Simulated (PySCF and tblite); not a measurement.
Values are calculated unless marked as measured or tabulated.
System: C3H3BrF4O, numbered as in [OH:1][C@@H:2]([C@@H:3]([F:4])[Br:5])[C:6]([F:7])([F:8])[F:9].

Motion: rotation about the C2–C3 bond (torsion O1–C2–C3–F4 from 178° to 273°, rising). GFN2-xTB gives an electronic barrier of 2.7 kcal/mol and a reaction energy of 2.4 kcal/mol.

Spin–orbit effects of heavy atoms on shieldings are missing.

(1) What does CAM-B3LYP/pcSseg-1 + D3(BJ), IEF-PCM chloroform give on GFN2-xTB geometries?

Programs: tblite and PySCF.

Answers

(1) A barrier of 4.6 kcal/mol, 1.8 above the tight-binding barrier (from unrounded values), a reaction energy of 2.2 kcal/mol and, with GFN2-xTB thermal terms, ΔG‡(298 K) = 5.2 kcal/mol and k = 9.5×10⁸ s⁻¹ (1 equivalent path).
